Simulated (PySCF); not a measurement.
Below is a simulated gas-phase Cl 2p photoelectron spectrum of (ClMg-mu-F)2 (Cl2F2Mg2).

Every computed line was given a Gaussian of 0.8 eV full width at half maximum and an area set by the number of equivalent atoms (split 2:1 within a doublet); the highest printed point is 100. Computed, not measured: delta-SCF UKS SCAN, pcX-2 on the ionised atom, pcseg-1 elsewhere, spin-free X2C (PySCF).

binding energy (eV), intensity and a bar:
```
    204.1          0 
    204.2          1 
    204.3          3 #
    204.4          6 ##
    204.5         11 ###
    204.6         19 ######
    204.7         31 #########
    204.8         47 ##############
    204.9         65 ###################
    205.0         82 ########################
    205.1         94 ############################
    205.2        100 ##############################
    205.3         97 #############################
    205.4         87 ##########################
    205.5         71 #####################
    205.6         53 ################
    205.7         37 ###########
    205.8         23 #######
    205.9         14 ####
    206.0          9 ###
    206.1          7 ##
    206.2          9 ###
    206.3         13 ####
    206.4         19 ######
    206.5         28 ########
    206.6         36 ###########
    206.7         44 #############
    206.8         49 ###############
    206.9         50 ###############
    207.0         47 ##############
    207.1         40 ############
    207.2         31 #########
    207.3         23 #######
    207.4         15 ####
    207.5          9 ###
    207.6          5 #
    207.7          3 #
    207.8          1 
    207.9          1 
    208.0          0
```

Task: How many maxima does the curve show, and how many computed lines lie under it?

Result: The curve has 2 maxima (at 205.2 and 206.9 eV). Under it lie 2 lines from 1 inequivalent chlorine site, drawn as a 2p3/2, 2p1/2 pair.

Task: Decompose the envelope and assign each component. Bonds: Mg1–Cl2, Mg1–F3, Mg1–F6, F3–Mg4, Mg4–Cl5, Mg4–F6.

Result: 
```json
{"position (eV)": "205.22", "relative area": "1.33", "line": "Cl 2p3/2", "atoms": "Cl2/Cl5", "environment": "chlorine bonded to Mg"}
{"position (eV)": "206.87", "relative area": "0.67", "line": "Cl 2p1/2", "atoms": "Cl2/Cl5", "environment": "chlorine bonded to Mg"}
```

Task: What are the centre and the root-mean-square width of the whole band?

Result: The area-weighted mean of the lines is 205.77 eV. Their own spread about it is 0.78 eV (rms) and each Gaussian has σ = 0.8/2.355 = 0.34 eV; the variances add, which gives 0.85 eV.

No satellites, vibrations or lifetime broadening are included. Atoms equivalent by their bonding share one computed value, that of the first of them. For 2p shells one spin-free hole was relaxed; a mean-field spin–orbit operator and the ground-state splitting of the three 2p orbitals were then diagonalised within the shell. The shell's mean is (2 × 2p3/2 + 2p1/2)/3, and the degeneracies 2j + 1 give areas of 2:1. 2p1/2 minus 2p3/2 (ligand field included): Cl 1.65 eV. One conformer (not necessarily the lowest) at the PBE0-D3(BJ)/def2-SVP geometry, without solvent, vibrations or thermal averaging.
